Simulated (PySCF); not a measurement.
**Ionisation energy of Tc by level of theory**

Tc [Kr] 4d5 5s2 (6S) → Tc⁺ [Kr] 4d5 5s1 (7S), as a difference of total energies. All numbers are calculated (PySCF 2.14, scalar relativity by spin-free X2C-1e, in x2c-SVPall). Correlated levels: valence: [Kr] frozen. The calculations carry no spin-orbit coupling.

| method | ionisation energy (eV) | error (eV) |
| --- | --- | --- |
| UHF | 5.568 | -1.551 |
| B3LYP | 7.327 | +0.208 |
| M06-2X | 7.830 | +0.711 |
| MP2 (valence) | 6.480 | -0.639 |
| SCS-MP2 (valence) | 6.669 | -0.450 |

Reference: 7.119 eV (measured; NIST Atomic Spectra Database, ionization energies).

Errors of the correlated levels include the incompleteness of this basis and the frozen core.

MP2 underrates the near-degeneracy of ns² with np² in the lower species.
